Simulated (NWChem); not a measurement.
Species: Si4H8O; SMILES [SiH3][SiH]1[SiH2]O[SiH2]1

```xyz
13

Si    -0.3962     2.5775     0.0000
Si     0.8110     0.5731     0.0000
Si    -0.0443    -1.1531     1.3749
O     -0.5370    -2.0156     0.0000
Si    -0.0443    -1.1531    -1.3749
H     -0.0797     3.3894    -1.2150
H     -1.8554     2.2528     0.0000
H     -0.0797     3.3894     1.2150
H      2.2928     0.7783     0.0000
H      0.9410    -1.9332     2.1815
H     -1.2157    -0.8202     2.2391
H      0.9410    -1.9332    -2.1815
H     -1.2157    -0.8202    -2.2391
```
Atoms are numbered in this order, from 1.

All runs: NWChem. Coordinates come from a PBE0/def2-SVP optimisation. Total energies of different functionals are on different scales.

| level | energy (Ha) | highest occupied level (eV) | orbital gap (eV) | dipole (D) |
|---|---|---|---|---|
| PBE/def2-TZVP | -1237.4441 | -6.37 | 4.61 | 1.01 |
| B3LYP/def2-TZVP | -1238.2223 | -7.18 | 6.09 | 1.20 |
| BLYP/def2-TZVP | -1238.0933 | -6.22 | 4.65 | 1.10 |
| PW6B95/def2-TZVP | -1239.2653 | -7.42 | 6.50 | 1.18 |
| PBE0/def2-TZVP | -1237.5640 | -7.37 | 6.43 | 1.13 |
